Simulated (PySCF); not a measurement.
# YbCl3(NH3) at several levels of theory

Computed with PySCF 2.14.0 (density fitting, no spin-orbit coupling) at the geometry relaxed with PBE0:

```xyz
8
YbCl3(NH3) (singlet in the valence; each metal's 4f electrons, 13 of them, lie in its core potential, out of spins and levels)
Yb    0.0203   -0.0203    0.0203
Cl    1.1555    1.8251    1.1555
Cl   -1.8251   -1.1555    1.1555
Cl    1.1555   -1.1555   -1.8251
N    -1.3627    1.3627   -1.3627
H    -1.9719    1.9719   -0.8117
H    -0.8117    1.9719   -1.9719
H    -1.9719    0.8117   -1.9719
```

| level | basis | state | HOMO (eV) | gap (eV) | charge on Yb1 (e) | population of f-type functions on Yb1 (polarisation alone where 4f lies in the core) | dipole about the centre of mass (D) | largest force component (eV/Å) |
| --- | --- | --- | --- | --- | --- | --- | --- | --- |
| PBE0 | Yb lcecp-1-SVP with ECP59, Cl def2-SVP, N def2-SVP, H def2-SVP | singlet | -8.44 | 7.44 | 0.78 | 0.04 | 5.61 | 0.00 |
| PBE0 | Yb lcecp-1-TZVP with ECP59, Cl def2-TZVP, N def2-TZVP, H def2-TZVP | singlet | -8.56 | 7.41 | 1.32 | 0.05 | 5.52 | 0.21 |

In the lcecp rows the 4f levels are missing from HOMO and gap, and the state counts the valence alone.

Charges are Mulliken's, which hang on the basis. The relaxation used the grid (50, 194), these runs (75, 302) or, all-electron (x2c bases, spin-free X2C Hamiltonian), (99, 590).

Question: A further run in the first row's basis gives HOMO (eV) -7.20, gap (eV) 5.72, charge on Yb1 (e) 0.73, population of f-type functions on Yb1 (polarisation alone where 4f lies in the core) 0.03, dipole about the centre of mass (D) 5.56, largest force component (eV/Å) 0.17. Which level was it?
A. TPSS
B. BLYP

Answer: A. The others give HOMO -6.77 eV (BLYP).

In the first row's basis the gap widens with exact exchange: 5.1 to 5.7 eV for BLYP, TPSS (none); 7.4 eV for PBE0 (a fixed share).

An lcecp potential fixes the number of 4f electrons, so in runs with it no electron can move into or out of that shell.
